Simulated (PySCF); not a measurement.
PySCF input for Al(H)(OH)(nPr) (C3H9AlO), SMILES CC[CH2][AlH][OH], TDDFT-ωB97X/def2-SVPD. Geometry optimised at B3LYP-D3(BJ)/def2-SVP. The structure was generated by enumeration; whether it is a known compound was not checked. Other conformers were not sampled.

```python
import numpy as np
from pyscf import gto, scf, dft, tdscf

mol = gto.M(
    atom='''
    Al   -0.44020150    1.20380413    0.57666225
    H    -2.00597993    1.31901172    0.82532583
    O     0.56754201    2.50826195    1.03582099
    H     0.27341632    3.32966409    1.43971686
    C     0.43766119   -0.34638344   -0.23277180
    C    -0.46819707   -1.53716140   -0.58723684
    C     0.28199870   -2.70964684   -1.22127336
    H     1.24499878   -0.67271414    0.45153607
    H     0.97171059    0.00537311   -1.13739465
    H    -0.99286359   -1.89149991    0.31890639
    H    -1.26956373   -1.20718999   -1.27335661
    H     0.78250585   -2.39996442   -2.15410021
    H    -0.39336392   -3.54671791   -1.46355342
    H     1.06264590   -3.09236176   -0.54256558
    ''',
    basis='def2-SVPD',
    charge=0,
    spin=0,
    max_memory=1600,
    verbose=4,
)
mf = dft.RKS(mol, xc='wb97x').density_fit(auxbasis='def2-universal-jkfit')
mf.grids.level = 3
mf.conv_tol = 1e-9
mf.max_cycle = 100
mf.kernel()
mf.grids = dft.Grids(mol).set(level=1).build(with_non0tab=True)  # coarser grid for the response kernel
td = tdscf.TDDFT(mf)
td.singlet = True
td.nstates = 10
td.conv_tol = 1e-4
td.positive_eig_threshold = 1e-6
td.kernel(x0=td.get_init_guess(mf, 15))
td.analyze()
tt = tdscf.TDA(mf)
tt.singlet = False
tt.nstates = 4
tt.conv_tol = 1e-4
tt.positive_eig_threshold = 1e-6
tt.kernel(x0=tt.get_init_guess(mf, 9))
tt.analyze(verbose=3)
```

It prints:

```
PySCF version 2.14.0

[INPUT] verbose = 4
[INPUT] num. atoms = 14
[INPUT] num. electrons = 48
[INPUT] charge = 0
[INPUT] spin (= nelec alpha-beta = 2S) = 0
[INPUT] symmetry False subgroup None
[INPUT] Mole.unit = angstrom
[INPUT] Symbol           X                Y                Z      unit          X                Y                Z       unit  Magmom
[INPUT]  1 Al    -0.440201500000   1.203804130000   0.576662250000 AA   -0.831860274623   2.274860113320   1.089733718875 Bohr   0.0
[INPUT]  2 H     -2.005979930000   1.319011720000   0.825325830000 AA   -3.790752679074   2.492570905891   1.559639782229 Bohr   0.0
[INPUT]  3 O      0.567542010000   2.508261950000   1.035820990000 AA    1.072498963085   4.739928134168   1.957417985176 Bohr   0.0
[INPUT]  4 H      0.273416320000   3.329664090000   1.439716860000 AA    0.516681962786   6.292153216899   2.720670562319 Bohr   0.0
[INPUT]  5 C      0.437661190000  -0.346383440000  -0.232771800000 AA    0.827059784451  -0.654569835685  -0.439874951522 Bohr   0.0
[INPUT]  6 C     -0.468197070000  -1.537161400000  -0.587236840000 AA   -0.884764234624  -2.904814055253  -1.109716797855 Bohr   0.0
[INPUT]  7 C      0.281998700000  -2.709646840000  -1.221273360000 AA    0.532900310483  -5.120490421893  -2.307872173627 Bohr   0.0
[INPUT]  8 H      1.244998780000  -0.672714140000   0.451536070000 AA    2.352706719618  -1.271245484722   0.853279507662 Bohr   0.0
[INPUT]  9 H      0.971710590000   0.005373110000  -1.137394650000 AA    1.836266887440   0.010153706337  -2.149364384046 Bohr   0.0
[INPUT] 10 H     -0.992863590000  -1.891499910000   0.318906390000 AA   -1.876240264152  -3.574416794539   0.602645736474 Bohr   0.0
[INPUT] 11 H     -1.269563730000  -1.207189990000  -1.273356610000 AA   -2.399127747381  -2.281258461416  -2.406295251805 Bohr   0.0
[INPUT] 12 H      0.782505850000  -2.399964420000  -2.154100210000 AA    1.478721747370  -4.535275462501  -4.070659441768 Bohr   0.0
[INPUT] 13 H     -0.393363920000  -3.546717910000  -1.463553420000 AA   -0.743350076085  -6.702325490990  -2.765715132471 Bohr   0.0
[INPUT] 14 H      1.062645900000  -3.092361760000  -0.542565580000 AA    2.008109718392  -5.843716804478  -1.025300350816 Bohr   0.0

nuclear repulsion = 209.89185244418
number of shells = 79
number of NR pGTOs = 255
number of NR cGTOs = 179
basis = def2-SVPD
ecp = {}


[settings echo left out]
init E= -437.267679382875
  HOMO = -0.304275056144383  LUMO = -0.0120389839289015  gap/eV = 7.95215
cycle= 1 E= -437.071459259265  delta_E= 0.196  |g|= 0.724  |ddm|= 4.27
  HOMO = -0.262149201387065  LUMO = 0.0521761054957146  gap/eV = 8.55323
cycle= 2 E= -437.043625369785  delta_E= 0.0278  |g|= 0.868  |ddm|= 2.03
  HOMO = -0.363703848490755  LUMO = 0.0451814966732393  gap/eV = 11.12634
cycle= 3 E= -437.182777289139  delta_E= -0.139  |g|= 0.0482  |ddm|= 0.944
  HOMO = -0.370983514839152  LUMO = 0.0482134646052734  gap/eV = 11.40693
cycle= 4 E= -437.183496968458  delta_E= -0.00072  |g|= 0.0235  |ddm|= 0.174
  HOMO = -0.366589571243586  LUMO = 0.0490508096458684  gap/eV = 11.31015
cycle= 5 E= -437.183655338661  delta_E= -0.000158  |g|= 0.00441  |ddm|= 0.0475
  HOMO = -0.367395412563506  LUMO = 0.0488190573760403  gap/eV = 11.32577
cycle= 6 E= -437.183663347695  delta_E= -8.01e-06  |g|= 0.000928  |ddm|= 0.0162
  HOMO = -0.367376074505624  LUMO = 0.0487903054162491  gap/eV = 11.32446
cycle= 7 E= -437.183663787149  delta_E= -4.39e-07  |g|= 0.000349  |ddm|= 0.00465
  HOMO = -0.367387819306118  LUMO = 0.0487898652931742  gap/eV = 11.32477
cycle= 8 E= -437.183663827952  delta_E= -4.08e-08  |g|= 8.35e-05  |ddm|= 0.00105
  HOMO = -0.367383314918  LUMO = 0.0487969286430343  gap/eV = 11.32484
cycle= 9 E= -437.183663831301  delta_E= -3.35e-09  |g|= 1.29e-05  |ddm|= 0.000368
  HOMO = -0.367385437438323  LUMO = 0.0487951435818834  gap/eV = 11.32485
cycle= 10 E= -437.183663831422  delta_E= -1.21e-10  |g|= 3.55e-06  |ddm|= 7.14e-05
  HOMO = -0.367384849337683  LUMO = 0.0487955787351768  gap/eV = 11.32485
Extra cycle  E= -437.183663831433  delta_E= -1.08e-11  |g|= 1.7e-06  |ddm|= 1.82e-05
converged SCF energy = -437.183663831433
tot grids = 49320
Overwritten attributes  positive_eig_threshold  of <class 'pyscf.tdscf.rks.TDDFT'>


******** <class 'pyscf.tdscf.rks.TDDFT'> for <class 'pyscf.df.df_jk.DFRKS'> ********
nstates = 10 singlet
deg_eia_thresh = 1.000e-03
wfnsym = None
conv_tol = 0.0001
eigh lindep = 1e-12
eigh level_shift = 0
eigh max_cycle = 100


Excitation energies (eV)
[5.88618852 7.26024138 7.47362433 7.60964118 7.98847378 8.02025838
 8.36687141 8.59105817 8.65818896 8.84652823]

** Singlet excitation energies and oscillator strengths **
Excited State   1:      5.88619 eV    210.64 nm  f=0.0029
      24 -> 25       -0.68733
Excited State   2:      7.26024 eV    170.77 nm  f=0.0954
      24 -> 26       -0.62717
      24 -> 27       -0.13045
      24 -> 28       -0.22787
Excited State   3:      7.47362 eV    165.90 nm  f=0.0230
      23 -> 25        0.67269
Excited State   4:      7.60964 eV    162.93 nm  f=0.0610
      21 -> 25        0.10141
      22 -> 25        0.10205
      23 -> 26        0.26028
      23 -> 27       -0.10209
      24 -> 27        0.57605
      24 -> 34        0.10261
Excited State   5:      7.98847 eV    155.20 nm  f=0.0634
      21 -> 26       -0.46273
      21 -> 27        0.22449
      21 -> 28       -0.12765
      21 -> 30       -0.11504
      22 -> 26       -0.36426
      22 -> 27        0.14057
      22 -> 28       -0.10771
Excited State   6:      8.02026 eV    154.59 nm  f=0.0379
      21 -> 25        0.44430
      22 -> 25        0.43015
      23 -> 26        0.13013
      24 -> 27       -0.20710
Excited State   7:      8.36687 eV    148.18 nm  f=0.0748
      19 -> 26        0.20250
      19 -> 27       -0.10096
      22 -> 25       -0.25939
      23 -> 26        0.47061
      23 -> 27       -0.15553
      23 -> 28        0.11894
      24 -> 27       -0.16966
      24 -> 28        0.15150
Excited State   8:      8.59106 eV    144.32 nm  f=0.0517
      18 -> 25       -0.18286
      21 -> 25        0.42242
      22 -> 25       -0.39247
      24 -> 26        0.10093
      24 -> 28       -0.29650
Excited State   9:      8.65819 eV    143.20 nm  f=0.2767
      21 -> 25       -0.23283
      22 -> 25        0.19081
      23 -> 28        0.20312
      24 -> 26        0.20123
      24 -> 28       -0.50604
Excited State  10:      8.84653 eV    140.15 nm  f=0.0117
      16 -> 25       -0.13466
      17 -> 25        0.12906
      19 -> 25        0.11109
      20 -> 25        0.65258

** Transition electric dipole moments (AU) **
state          X           Y           Z        Dip. S.      Osc.
  1         0.0173     -0.0562      0.1289      0.0201      0.0029
  2         0.4925     -0.4652     -0.2783      0.5365      0.0954
  3         0.0454     -0.1477      0.3192      0.1258      0.0230
  4        -0.0930      0.5103      0.2409      0.3271      0.0610
  5        -0.0610      0.2404     -0.5124      0.3241      0.0634
  6        -0.0708     -0.3928     -0.1836      0.1930      0.0379
  7         0.4701      0.3653      0.1024      0.3650      0.0748
  8         0.4119     -0.2297     -0.1519      0.2455      0.0517
  9         1.0727     -0.2874     -0.2672      1.3046      0.2767
 10        -0.0217      0.0937     -0.2119      0.0542      0.0117

** Transition velocity dipole moments (imaginary part, AU) **
state          X           Y           Z        Dip. S.      Osc.
  1         0.0034     -0.0108      0.0249      0.0007      0.0023
  2         0.1340     -0.1285     -0.0765      0.0403      0.1008
  3         0.0124     -0.0402      0.0868      0.0093      0.0226
  4        -0.0279      0.1467      0.0695      0.0271      0.0647
  5        -0.0171      0.0673     -0.1434      0.0254      0.0577
  6        -0.0181     -0.1139     -0.0533      0.0161      0.0365
  7         0.1487      0.1176      0.0334      0.0371      0.0804
  8         0.1319     -0.0723     -0.0482      0.0249      0.0527
  9         0.3469     -0.0918     -0.0859      0.1362      0.2853
 10        -0.0069      0.0300     -0.0679      0.0056      0.0114

** Transition magnetic dipole moments (imaginary part, AU) **
state          X           Y           Z
  1        -0.5359     -1.0140     -0.3788
  2         0.1334     -0.3692      0.8685
  3         0.1306     -0.7311     -0.3410
  4         0.0774     -0.3521      0.7666
  5         1.0076     -0.0182     -0.1327
  6         0.0357      0.0507     -0.0914
  7         0.0647     -0.2967      0.6817
  8        -0.1071      0.1564     -0.3470
  9         0.1521     -0.3926      0.8883
 10        -0.1211      0.0733      0.0359
Overwritten attributes  positive_eig_threshold  of <class 'pyscf.tdscf.rks.TDA'>


******** <class 'pyscf.tdscf.rks.TDA'> for <class 'pyscf.df.df_jk.DFRKS'> ********
nstates = 4 triplet
deg_eia_thresh = 1.000e-03
wfnsym = None
conv_tol = 0.0001
eigh lindep = 1e-12
eigh level_shift = 0
eigh max_cycle = 100


Excitation energies (eV)
[5.59593593 6.6593282  7.05964789 7.32147432]

** Triplet excitation energies and oscillator strengths **
Excited State   1:      5.59594 eV    221.56 nm  f=0.0000
Excited State   2:      6.65933 eV    186.18 nm  f=0.0000
Excited State   3:      7.05965 eV    175.62 nm  f=0.0000
Excited State   4:      7.32147 eV    169.34 nm  f=0.0000
```

The run converged.

Cost: about 10 core-minutes (a rough figure).
